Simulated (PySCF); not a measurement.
Kr³⁺ (krypton, charge +3) across methods

[Ar] 3d10 4s2 4p3, high-spin 4S determinant. All numbers are calculated (PySCF 2.14, scalar relativity through the core potential, in aug-cc-pVTZ-PP with ECP10MDF (6s5p4d2f, 55 functions)).

```
 method  E (hartree)  mean ε 4s α (eV)  mean ε 4s β (eV)  mean ε 4p α (eV)  Σ⟨r²⟩ (bohr²)   ⟨S²⟩
  M06-L    -460.9079           -61.570           -56.717           -45.184          20.49  3.751
 revPBE    -460.9320           -60.408           -56.600           -44.617          20.61  3.750
    PBE    -460.8571           -60.431           -56.815           -44.622          20.62  3.750
   PBE0    -460.8320           -63.465           -58.237           -46.490          20.60  3.750
LC-wPBE    -460.9071           -66.576           -61.591           -49.455          20.60  3.750
    LDA    -460.2064           -60.551           -57.409           -44.635          20.61  3.750
 M06-2X    -461.0692           -65.628           -58.243           -47.806          20.68  3.751
 r2SCAN    -460.7237           -61.842           -56.940           -45.368          20.54  3.750
    UHF   -459.60252           -71.546           -60.884           -51.175          20.70  3.751
```

Energies and moments cover only the electrons outside the core potential.
